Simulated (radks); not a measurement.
Charge is removed step by step from the 3p down level of Ar+, starting from [Ne] 3s2 3p(up 3, down 2). All-electron calculation, scalar-relativistic Kohn-Sham, SCAN, spin-polarised, spherical densities, finite nucleus; meta-GGA in the generalised Kohn-Sham scheme; Fermi nuclear charge, rms radius 3.4274 fm. Program: a radial shooting solver on a logarithmic mesh with Libxc functionals.

| removed (e) | E - E(0) (eV) | eigenvalue (eV) | E minus straight line (eV) |
|---|---|---|---|
| 0 | 0.000 | -21.824 | 0.000 |
| 0.125 | 2.819 | -23.291 | -0.656 |
| 0.25 | 5.819 | -24.774 | -1.131 |
| 0.375 | 9.010 | -26.269 | -1.415 |
| 0.5 | 12.397 | -27.777 | -1.503 |
| 0.625 | 15.964 | -29.296 | -1.411 |
| 0.75 | 19.721 | -30.826 | -1.128 |
| 0.875 | 23.674 | -32.365 | -0.651 |
| 1 | 27.799 | -33.912 | 0.000 |

Removing the whole electron costs 27.799 eV by Delta-SCF, against 21.824 eV from minus the eigenvalue at the starting occupation. Slater's transition state (half an electron removed) gives 27.777 eV. Integrating minus the eigenvalue over the occupation (Janak's theorem) gives 27.807 eV. In this scalar-relativistic scheme the density is built from large components alone, so the theorem holds only approximately. The mean slope of the eigenvalue, de/dn, is 12.1 eV per electron. Ionisation energy of Ar+ in the NIST Atomic Spectra Database: 27.630 eV (measured).
